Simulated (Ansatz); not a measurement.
Stepwise reaction of `[CH3][GeH]([CH3])[Cl]` with hydrogen fluoride, as a gas-phase model of exchange steps in deposition or etching. ΔE in kJ/mol; ΔG adds harmonic PBE0-D4 terms to CCSD(T)/CBS, at 1 bar.

Program: Ansatz. Geometries: PBE0-D4/def2-TZVP. ΔE: electronic, gas phase. CCSD(T)/CBS adds triple-zeta CCSD(T) − MP2 to the extrapolated MP2 energy (def2 sets, frozen cores). This one scheme is used for every species. Functionals use def2-TZVPP. B3LYP here is the variant with VWN-RPA as its local correlation; programs differ in this. For Ge outer-core shells are correlated without core-valence functions, which leaves a few kJ/mol of doubt a bond. Scalar relativity is left out up to krypton.

```json
{"step": "1", "reaction": "`[CH3][GeH]([CH3])[Cl]` + H–F → `[CH3][GeH]([F])[Cl]` + CH₄", "PBE-D4": "-79.6", "B3LYP-D4": "-87.1", "ωB97M-V": "-83.5", "CCSD(T)/CBS": "-73.7", "ΔG(500 K)": "-69.2"}
{"step": "2", "reaction": "`[CH3][GeH]([F])[Cl]` + H–F → `[F][GeH]([F])[Cl]` + CH₄", "PBE-D4": "-64.9", "B3LYP-D4": "-71.6", "ωB97M-V": "-69.2", "CCSD(T)/CBS": "-59.2", "ΔG(500 K)": "-53.4"}
```

(1) By hand: ΔE of the 2 steps together at CCSD(T)/CBS.

## Answers

(1) (-73.7) + (-59.2) = -132.9 kJ/mol, or -66.5 kJ/mol a step.

In ΔE each step is higher than the one before. All are downhill at CCSD(T)/CBS. ΔG lies between -69.2 and -53.4 kJ/mol a step. PBE-D4 differs from CCSD(T)/CBS by -5.9 to -5.7 kJ/mol a step. Isolated molecules leave out the surface, adducts and barriers. Largest T1 diagnostic: 0.012.
